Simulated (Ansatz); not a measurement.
Mulliken charges of F₂IIn, SMILES `[F][In]([F])[I]` from r2SCAN/def2-TZVPP in Ansatz (PBE0-D4/def2-TZVP geometry).

| atom | x (Å) | y (Å) | z (Å) | charge (e) |
| --- | --- | --- | --- | --- |
| F1 | 1.032 | 0.664 | 1.566 | -0.446 |
| In2 | 0.089 | -0.070 | 0.053 | 1.075 |
| F3 | 0.625 | -1.884 | -0.319 | -0.446 |
| I4 | -1.692 | 1.230 | -1.320 | -0.182 |

By hand: the dipole of these point charges (1 e Å = 4.8032 D).

Σ q r = (-0.335, 0.245, -0.259) e Å, of length 0.489 e Å = 2.35 D.

How does the dipole of the full density compare? (An estimate is asked.)

Computed: (-0.360, 0.263, -0.278) e Å, 2.52 D; the point charges give 0.93 times that, at 0° from its direction.

Point charges leave out the atoms' own dipoles, such as those of lone pairs, and Mulliken's split depends on the basis, so the close match here is no proof of good charges.
